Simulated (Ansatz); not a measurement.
`C[SiH]([AlH2])[SiH3]` + `[SbH3]` → `C[SiH]([AlH2])[SbH2]` + SiH₄ at 500 K and 1 bar (formal exchange of groups at the Si–Si bond).

Computed with Ansatz on PBE0-D4/def2-TZVP structures; ΔE is electronic, products minus reactants. CBS: MP2 limit from def2 TZ/QZ plus the TZ coupled-cluster correction, frozen cores. This one scheme is used for every species. Elements past krypton have def2 core potentials. For Sb outer-core shells are correlated without core-valence functions, which leaves a few kJ/mol of doubt a bond.

```tsv
species	CCSD(T)/CBS energy (Eh)	H − E (kJ/mol)	S (J/(mol·K))
`C[SiH]([AlH2])[SiH3]`	-863.62045	280.6	482.9
`[SbH3]`	-241.78682	70.2	256.6
`C[SiH]([AlH2])[SbH2]`	-813.96603	250.9	468.0
SiH₄	-291.46306	102.4	230.9
```

H − E and S are ideal-gas, rigid-rotor, harmonic terms from PBE0-D4/def2-TZVP, for one conformer and one mirror image of each species. 1 Eh = 2625.50 kJ/mol, R = 8.31446 J/(mol·K).

Question: By hand: ΔE, ΔH, ΔS and ΔG.

Answer: ΔE = (-813.96603) + (-291.46306) − (-863.62045) − (-241.78682) = -0.02182 Eh = -57.3 kJ/mol. Δ(H − E) = 250.9 + 102.4 − 280.6 − 70.2 = 2.5, so ΔH = -54.8 kJ/mol. ΔS = 468.0 + 230.9 − 482.9 − 256.6 = -40.6 J/(mol·K). ΔG = -54.8 − 500 × (-40.6)/1000 = -34.5 kJ/mol.

Question: By hand: the equilibrium constant, and the temperature at which ΔG would vanish if ΔH and ΔS stayed fixed.

Answer: log₁₀ K = −ΔG/(RT ln 10) = 3.6. ΔG = 0 at ΔH/ΔS = 1350 K.

TΔS isn't small against ΔH here. A doubt of 5 kJ/mol in ΔE shifts log₁₀ K by 0.5 here. Other conformers and mirror images would add mixing entropy, several J/(mol·K) or more a flexible species. These are equilibria of isolated gas molecules and say nothing of rates. Largest T1 diagnostic: 0.014 (customary marks: 0.02 for closed shells, 0.045 for open ones).
